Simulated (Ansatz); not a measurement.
This geometry of C3H10GeS (15 atoms, charge 0, multiplicity 1) is a first-order saddle point.

Method: Ansatz 0.2.0, RKS B3LYP/def2-SVP.

```xyz
15
Properties=species:S:1:pos:R:3
C -1.718 -0.407 -0.750
C -0.242 -0.815 -0.745
C 0.498 -0.457 0.554
S 2.122 -1.320 0.720
Ge 0.671 1.510 0.899
H -1.849 0.683 -0.649
H -2.268 -0.888 0.076
H -2.204 -0.709 -1.691
H 0.278 -0.353 -1.603
H -0.161 -1.906 -0.896
H -0.069 -0.860 1.410
H 2.780 -0.640 -0.248
H -0.155 1.916 2.140
H 2.147 1.886 1.131
H 0.147 2.309 -0.319
```

(1) Which two structures does it join? (They come from a converged band through this point; their orientation in space is the band's.)

(2) How far does it lie above each of them?

## Answers

(1) No bond is made or broken. The dihedral S4–C3–Ge5–H13 goes from -179 to -58°. The two ends are copies of one structure, up to a mirror image or an exchange of like atoms.

First end point:

```xyz
15
Properties=species:S:1:pos:R:3
C -1.790 -0.463 -0.588
C -0.304 -0.802 -0.735
C 0.555 -0.443 0.488
S 2.250 -1.173 0.400
Ge 0.724 1.498 0.910
H -1.963 0.618 -0.470
H -2.231 -0.967 0.289
H -2.353 -0.793 -1.476
H 0.107 -0.299 -1.628
H -0.189 -1.884 -0.923
H 0.131 -0.923 1.387
H 2.682 -0.453 -0.662
H -0.648 2.203 1.041
H 1.494 1.661 2.234
H 1.514 2.169 -0.238
```

Last end point:

```xyz
15
Properties=species:S:1:pos:R:3
C -1.713 -0.408 -0.813
C -0.242 -0.828 -0.728
C 0.456 -0.440 0.584
S 2.102 -1.257 0.779
Ge 0.673 1.511 0.925
H -1.838 0.686 -0.784
H -2.299 -0.831 0.021
H -2.165 -0.767 -1.751
H 0.318 -0.400 -1.579
H -0.165 -1.923 -0.842
H -0.116 -0.844 1.437
H 2.719 -0.625 -0.248
H 1.259 1.714 2.336
H 1.653 2.074 -0.131
H -0.663 2.289 0.823
```

(2) 1.7 kcal/mol above the first and 1.7 kcal/mol above the second. This is the barrier of this one path; another mechanism may lie lower.

Time of the run: 2.9 min on 2 threads of Intel(R) Xeon(R) Platinum 8488C (Sapphire Rapids) (shared host), peak memory 0.46 GiB.
